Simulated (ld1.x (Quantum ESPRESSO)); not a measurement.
**S (Z = 16), TM semilocal: configuration errors across variants**

ld1.x (Quantum ESPRESSO) 7.5 input, shortened:

```
&input
   title='S', zed=16., rel=1, dft='PBE', iswitch=3,
   config='[Ne] 3s1.75 3p4.25 3d-2'
 /
 &inputp
   pseudotype=1, tm=.true., lloc=0,
   nlcc=.true.
 /
3
3P  2  1   4.25   0.00  1.25  1.25  0.0
3D  3  2  -2.00   0.45  1.05  1.05  0.0
3S  1  0   1.75   0.00  1.05  1.05  0.0
 &test
   configts(1)='3s1.75 3p4.25'
 /
```

All-electron excitation energies from the reference (eV): (1) 3s2 3p4 -2.566; (2) 3s2 3p3 9.203; (3) 3s2 3p2 31.487; (4) 3s2 3p4.3 -4.275; (5) 3s0 3p6 18.174; (6) 3s1 3p4 20.082; (7) 3s2 3p0 112.325.

A semilocal file is local in each channel, so a ghost entry of none says nothing of the separable form that plane-wave codes build from it.

Errors AE − PS in meV (a dash: test not solved or not reliable):

| change | (1) | (2) | (3) | (4) | (5) | (6) | (7) | bound ghosts |
| --- | --- | --- | --- | --- | --- | --- | --- | --- |
| base | +0.1 | +3.1 | +26 | +0.6 | -0.6 | +6.0 | +226 | none |
| wave 3p (bound): rc 1.25 bohr becomes 3p (bound): rc 0.86 bohr | +0.7 | +12 | +69 | +1.8 | +24 | +29 | +200 | none |
| wave 3p (bound): rc 1.25 bohr becomes 3p (bound): rc 1.06 bohr | +0.2 | +4.7 | +31 | +0.8 | +5.7 | +11 | +192 | none |
| wave 3p (bound): rc 1.25 bohr becomes 3p (bound): rc 1.22 bohr | +0.1 | +3.2 | +26 | +0.6 | +0.5 | +6.5 | +221 | none |
| wave 3p (bound): rc 1.25 bohr becomes 3p (bound): rc 1.64 bohr | -0.1 | +2.4 | +25 | +0.4 | -7.9 | +3.3 | +261 | none |
| wave 3p (bound): rc 1.25 bohr becomes 3p (bound): rc 1.86 bohr | 0.0 | +2.5 | +24 | +0.5 | -3.8 | +4.8 | +238 | none |

Task: Give the same row for: wave 3p (bound): rc 1.25 bohr becomes 3p (bound): rc 1.46 bohr.

Result: -0.1, +2.5, +25, +0.4, -6.7, +3.7, +255; bound ghosts: none.
